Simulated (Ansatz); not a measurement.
## Two structures, one formula

Two relaxed structures of LiGeH₃O, closed shell (PBE0-D4/def2-TZVP; forces vanish, vibrations not checked).

A:

Li1  (0.731, -2.705, 0.657)
O2  (-0.803, -0.244, -0.916)
Ge3  (0.410, -0.269, 0.464)
H4  (-1.058, 0.653, -1.142)
H5  (1.543, 0.718, 0.002)
H6  (-0.260, 0.606, 1.585)
(Å)

B:

| atom | x (Å) | y (Å) | z (Å) |
| --- | --- | --- | --- |
| Li1 | 1.0346 | -2.2777 | 1.1940 |
| O2 | 0.4357 | -0.9582 | 0.5024 |
| Ge3 | -0.2096 | 0.4615 | -0.2419 |
| H4 | -1.2520 | 0.1011 | -1.3348 |
| H5 | 0.9077 | 1.3013 | -0.9181 |
| H6 | -0.9163 | 1.3721 | 0.7984 |

Ansatz 0.2.0; basis: def2-TZVPP; cores frozen in the correlated methods. Filled d shells of the heavier atoms are correlated. The outer core shell of Li, Na, Mg and K is correlated. The def2 sets are not built for correlating such inner shells, so the correlated values are less sure here. B3LYP uses VWN-RPA correlation.

**Question.** Which structure is lower at CCSD(T), and by how much? (An estimate is asked for; the value comes from the calculation.)

**Answer.** By the calculation: B, by 95.3 kJ/mol (electronic energy, against the other). By their contacts, A is LiGeH₃O ([Li][GeH2][OH]) and B is LiGeH₃O ([Li][O][GeH3]).

All methods give the same order:

| method | E(B) − E(A) (kJ/mol) |
| --- | --- |
| PBE-D4 | -84.7 |
| r2SCAN-D4 | -92.3 |
| PBE0-D4 | -84.8 |
| B3LYP-D4 | -94.5 |
| wB97M-V | -88.3 |
| HF | -93.6 |
| MP2 | -105.3 |
| CCSD | -95.1 |
| CCSD(T) | -95.3 |

T1 diagnostic: at most 0.014.

Labels in which every atom is bracketed show which atoms are joined, not bond orders.

For scale, one of the runs: CCSD(T)/def2-TZVPP, 140 basis functions, launched by `ansatz run in.yaml --threads 2 --pin off --events-out ev --progress --plain --max-ram 4352MiB`. Time: 18 s of wall clock on 2 CPU threads of an Intel Xeon Platinum 8259CL; the host was shared. Peak host memory: 0.85 GiB.
